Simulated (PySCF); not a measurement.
# Electron correlation in Zr²¹⁺ (zirconium, charge +21)

[Ar] 3d1, 2D determinant. Computed with PySCF 2.14 in an even-tempered Gaussian basis (19 s from 2.1 bohr⁻², ratio 2.5; 12 p from 2.7 bohr⁻², ratio 2.5; 8 d from 2.7 bohr⁻², ratio 2.5; 4 f from 9.4 bohr⁻², ratio 2.7; 3 g from 14 bohr⁻², ratio 2.7), with the spin-free X2C one-electron Hamiltonian (Gaussian nucleus). Frozen: [Ne]; 9 electrons correlated; the 31 highest virtual orbitals of each spin left out.

MP2 pair energies summed by pair of shells (mhartree):

| pair | energy | share (%) |
| --- | --- | --- |
| 3p-3p | -268.58 | 66.3 |
| 3p-3d | -56.92 | 14.0 |
| 3s-3p | -56.34 | 13.9 |
| 3s-3s | -12.59 | 3.1 |
| 3s-3d | -10.75 | 2.7 |

Total MP2 correlation energy: -405.19 mhartree.

At this charge the one-electron X2C treatment keeps the bare 1/r₁₂, with no two-electron picture change or Breit term. The effect here is smaller than on the frozen 1s shell; and a scalar Hamiltonian misses the large spin-orbit splitting of the p shells, which matters for ns² → np² pairs.
